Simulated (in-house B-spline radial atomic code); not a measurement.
# TDHF excitations of N IV (N3+)

Method: TDHF. Computed with a B-spline radial code for spherical atoms: linear response of the closed shell [He] 2s2 with bare exchange (time-dependent Hartree-Fock); non-relativistic, point nucleus, no spin-orbit coupling, no double excitations, S, P, D and F terms only.

Command:
```bash
python run_td.py task.json out
```
Settings (radii: box in bohr, nucleus in fm):
```
Z                        7
electrons                4
configuration            [He] 2s2
hamiltonian              nr
method                   hf
box_radius               23.08
intervals                49
```

Time taken, with all properties: 0.1 s on 1 thread of Arm Neoverse N1, on a shared host.

The lowest states, in the order of their Tamm-Dancoff energies; the method's threshold (minus the highest occupied level) is 75.29 eV. Labels give the largest channel, * marks a mixed state, and oscillator strengths are full-response dipole values. Energies in eV:

| state | full response | Tamm-Dancoff | oscillator strength |
| --- | --- | --- | --- |
| 2s → 2p 3P | 4.050 | 6.198 | - |
| 2s → 2p 1P | ? | ? | ? |
| 2s → 3s 3S | 44.83 | 44.86 | - |
| 2s → 3s 1S | 46.71 | 46.73 | - |
| 2s → 3p 3P | ? | ? | - |
| 2s → 3p 1P | 49.00 | 49.01 | 0.32 |
| 2s → 3d 3D | 50.13 | 50.14 | - |
| 2s → 3d 1D | 51.22 | 51.23 | - |
| 2s → 4s 3S | 59.29 | 59.30 | - |
| 2s → 4s 1S | 59.86 | 59.87 | - |

(1) Where does 2s → 2p 1P lie?

(2) Where does 2s → 3p 3P lie?

(3) How large is the singlet-triplet splitting of 2s → 2p (P terms) in Tamm-Dancoff?

(4) What polarisabilities and dispersion coefficient does the method give?

## Answers

(1) At 14.657 eV in full response, 15.377 eV in Tamm-Dancoff, oscillator strength 0.596.

(2) At 48.35 eV in full response, 48.35 eV in Tamm-Dancoff.

(3) 9.18 eV, from the unrounded values.

(4) Dipole 2.237 bohr³, quadrupole 1.433 bohr⁵, C6 2.255 hartree·bohr⁶ for two such species.
